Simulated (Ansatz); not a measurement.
Problem. Name a neutral molecule of F, N, O, Si and H with LUMO energy (PBE0/def2-TZVPP) between 0.05 and 0.35 eV and LUMO energy (PBE/def2-TZVPP) between -0.80 and -0.50 eV (Ansatz, PBE0-D4/def2-TZVP geometry).

Solution. `N[SiH2]O[Si](N)(F)F` (0.28 eV, -0.54 eV); `N[SiH](F)[Si](N)(O)O` (0.30 eV, -0.55 eV); `O[SiH2]N[Si](O)(F)F` (0.25 eV, -0.65 eV); `O[Si](O)(F)N[SiH2]F` (0.24 eV, -0.63 eV). Other molecules can fit too; these were computed, each in one conformer that needn't be the lowest.
